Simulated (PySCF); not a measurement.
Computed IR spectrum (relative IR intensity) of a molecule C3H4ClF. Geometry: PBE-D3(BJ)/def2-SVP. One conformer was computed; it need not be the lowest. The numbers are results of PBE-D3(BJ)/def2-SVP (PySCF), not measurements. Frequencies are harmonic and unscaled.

Lines under 2 % of the strongest are left out, and lines within 2 cm⁻¹ are merged.

| ν (cm⁻¹) | relative intensity |
|---|---|
| 220 | 3.2 |
| 254 | 7.6 |
| 353 | 4.4 |
| 426 | 3.2 |
| 676 | 23 |
| 794 | 9.3 |
| 885 | 12 |
| 941 | 24 |
| 960 | 25 |
| 1002 | 26 |
| 1047 | 7.9 |
| 1148 | 100 |
| 1184 | 18 |
| 1227 | 6.7 |
| 1336 | 8.3 |
| 1419 | 53 |
| 3090 | 7.9 |
| 3117 | 2.9 |

Identify the compound among the candidates.
A) FC1(Cl)CC1
B) F[C@@H]1C[C@H]1Cl
C) C/C(F)=C\Cl
D) C/C(Cl)=C\F

B, F[C@@H]1C[C@H]1Cl
